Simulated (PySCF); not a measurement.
Ti(H)3(OSiH3) (H6OSiTi), SMILES [SiH3][O][TiH3], multiplicity 1. Atoms are numbered in the order given.

```xyz
9

Ti     0.0000     0.0000     1.4430
H      0.4187    -1.5558     1.9749
H      1.1380     1.1405     1.9749
H     -1.5568     0.4153     1.9749
O      0.0000     0.0000    -0.3039
Si     0.0000     0.0000    -1.9887
H      0.3516    -1.3639    -2.4659
H      1.0054     0.9865    -2.4659
H     -1.3570     0.3775    -2.4659
```

The structure is a stationary point at B3LYP-D3(BJ)/def2-SVP. The geometry has at least one imaginary mode, so it is a saddle point at that level. The multiplicity is an assumed one; no other spin state was optimised. The structure was generated by enumeration; whether it is a known compound was not checked.

Method: HF/def2-TZVPD (PySCF).

Isolated molecule, no solvent.

Computed frontier levels, gap, dipole moment and polarisability:
The highest occupied level comes out as -12.05 eV, the lowest empty level is 1.05 eV and the orbital gap is 13.10 eV. The dipole moment is 1.24 D, the quadrupole, principal values (traceless, Buckingham form, about the centre of nuclear charge) comes out as -1.65, -1.65, 3.29 D·Å and the mean static polarisability is 69.0 bohr³ (10.22 Å³). The polarisability, principal values is 66.2, 66.2, 74.5 bohr³.
